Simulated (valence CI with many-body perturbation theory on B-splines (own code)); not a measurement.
## Lu⁴⁰⁺ in brief

Level of theory: relativistic CI+MBPT: three valence electrons over a frozen Dirac-Fock core [Ar] 3d10, a basis of 11 s, 11 p, 9 d, 7 f, 5 g, 2 h, 1 i functions for each j, with the one-electron correlation potential Σ1, the two-electron term Σ2, the three-electron term Σ3, Breit, model QED; selected CI, second order for the rest (own B-spline code, finite nucleus).

No measured spectrum was set against this ion. As an estimate, large intervals hold to a few tenths of a per cent, small ones and those within an open d or f shell to about a per cent.

Levels are named by their leading jj configuration (3d3/2^4 stands for four electrons in 3d with j = 3/2), which in mixed levels can hold well under half, so a name can repeat and another be missing.

Rates and lifetimes use the calculated energies. Strong lines usually hold to 10 to 20 %, long lifetimes can be off by a factor of two.

Problem. What is the ground level?

Solution. (4s^2 4p1/2) J=1/2, composition 99 % 4s2.4p 2P°, g = 0.660.

Problem. Where does the other parity begin?

Solution. At (4s 4p1/2^2) J=1/2, 719.18 × 10³ cm⁻¹.

Problem. How well does LS coupling describe the low levels?

Solution. Among the lowest 20 levels the leading LS term, summed over configurations, holds 66 % on average. For single configurations the figures are 63 % in LS and 90 % in jj coupling. Terms mix most in the J = 5/2 level at 2601.5 × 10³ cm⁻¹, where the leading one holds 34 %.

Problem. What is the ionisation energy?

Solution. 1933.9 eV; NIST lists 1933 ± 4 eV (theoretical).

Problem. What are the static dipole polarisabilities of the lowest levels?

Solution. (4s^2 4p1/2) J=1/2 0.0402 bohr³, of which the core gives 0.00260.

Problem. Among levels below 4169.6 × 10³ cm⁻¹, which E1 lines absorb most strongly from the ground level?

Solution. to (4s^2 4d3/2) J=3/2 at 5.431 nm, f = 0.815; to (4s 4p1/2 4p3/2) J=3/2 at 7.097 nm, f = 0.389; to (4s 4p1/2 4p3/2) J=1/2 at 6.991 nm, f = 0.379.

Problem. Name the longest-lived excited levels whose lifetime is computed, and their main decay.

Solution. (4s 4p3/2 4d5/2) J=9/2 at 3161.9 × 10³ cm⁻¹ lives 497 ns, mostly by M1 to (4s 4p1/2 4d5/2) J=7/2; (4s^2 4p3/2) J=3/2 at 634.41 × 10³ cm⁻¹ lives 425 ns, mostly by M1 to (4s^2 4p1/2) J=1/2.
